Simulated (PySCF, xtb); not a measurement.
NbSFCl₂, SMILES [F][Nb](=[S])([Cl])[Cl], multiplicity 1.

Harmonic wavenumbers (cm⁻¹) from GFN2-xTB (xtb) at its own minimum, in rising order: 97, 102, 127, 128, 158, 338, 371, 450, 488.

Q: What does PBE0-D3(BJ)/def2-SVP in PySCF give at its own minimum? (An estimate is asked for; the answer gives what the named calculation found.)

A: 107, 140, 141, 155, 197, 413, 446, 599, 728. Paired by order, the mean absolute difference is 74 cm⁻¹ and the zero-point energies are 3.2 and 4.2 kcal/mol.
